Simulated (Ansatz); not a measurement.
Consider the ligand exchange at a Ge–C bond: `C=C=C[CH2][GeH3]` + `O[SiH](O)F` → `O[SiH](F)[O][GeH3]` + `C=C=CC`.

Calculated with Ansatz (gas phase, PBE0-D4/def2-TZVP geometries, no zero-point term in ΔE). CCSD(T)/CBS adds triple-zeta CCSD(T) − MP2 to the extrapolated MP2 energy (def2 sets, frozen cores). This one scheme is used for every species. DFT in def2-TZVPP. B3LYP here is the variant with VWN-RPA as its local correlation; programs differ in this. For Ge outer-core shells are correlated without core-valence functions, which leaves a few kJ/mol of doubt a bond. Scalar relativity is left out up to krypton. Each species was taken in one conformer, which may not be the lowest.

Q: Is it downhill or uphill in electronic energy at CCSD(T)/CBS, and by how much? (Estimate.)

A: Ansatz gave: Downhill: ΔE = -51.9 kJ/mol.

Q: What do these levels give: r2SCAN-D4, PBE0-D4, B3LYP-D4, ωB97X-V, ωB97M-V, PBE, B3LYP, MP2/def2-TZVPP, SCS-MP2/def2-TZVPP, CCSD(T)/def2-TZVPP, SCS-MP2/def2-QZVPP, MP2/CBS(def2)? (An estimate is asked.)

A: Ansatz gave: r2SCAN-D4 -55.0, PBE0-D4 -49.6, B3LYP-D4 -58.9, ωB97X-V -59.2, ωB97M-V -56.0, PBE -46.9, B3LYP -59.8, MP2/def2-TZVPP -51.9, SCS-MP2/def2-TZVPP -59.3, CCSD(T)/def2-TZVPP -54.9, SCS-MP2/def2-QZVPP -58.7, MP2/CBS(def2) -49.0 kJ/mol.

Largest T1 diagnostic among the species: 0.012.

From PBE to PBE0 (25 % exact exchange), in def2-TZVPP and without D4, ΔE moves by −3.2 kJ/mol. In def2-TZVPP, CCSD(T) changes the Hartree–Fock value by +23.9 kJ/mol (the triples alone add +2.7 kJ/mol) and MP2 by +26.9 kJ/mol.
